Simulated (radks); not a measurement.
The holmium ion Ho22+, 45 electrons, occupied as [Ar] 3d10 4s2 4p4 4d9 5s2 (not the ground configuration). All-electron calculation, Dirac Kohn-Sham, LDA (Slater exchange, Perdew-Wang correlation), spin-unpolarised, spherical densities, point nucleus; open shells fill j = l - 1/2 first. Program: a radial shooting solver on a logarithmic mesh with Libxc functionals. Some entries of the table are withheld. Estimate them.

| orbital | occ. | eigenvalue (Ry) | <r> (bohr) |
|---|---|---|---|
| 1s1/2 | 2 | -4121.127 | 0.02075 |
| 2s1/2 | 2 | -730.8596 | 0.08759 |
| 2p1/2 | 2 | -698.2346 | 0.07293 |
| 2p3/2 | 4 | -635.3244 | 0.08010 |
| 3s1/2 | 2 | -202.0639 | 0.2289 |
| 3p1/2 | 2 | -187.8139 | 0.2185 |
| 3p3/2 | 4 | -174.5847 | 0.2318 |
| 3d3/2 | 4 | -150.1181 | (1) |
| 3d5/2 | 6 | -147.2272 | (2) |
| 4s1/2 | 2 | -75.70964 | 0.4903 |
| 4p1/2 | 2 | -69.88718 | (3) |
| 4p3/2 | 2 | -66.34582 | (4) |
| 4d3/2 | 4 | -56.67331 | 0.5183 |
| 4d5/2 | 5 | -55.95260 | 0.5252 |
| 5s1/2 | 2 | -37.96333 | 0.9108 |

Answer. 
(1) 3d3/2 <r> (bohr): 0.2045
(2) 3d5/2 <r> (bohr): 0.2086
(3) 4p1/2 <r> (bohr): 0.4929
(4) 4p3/2 <r> (bohr): 0.5162
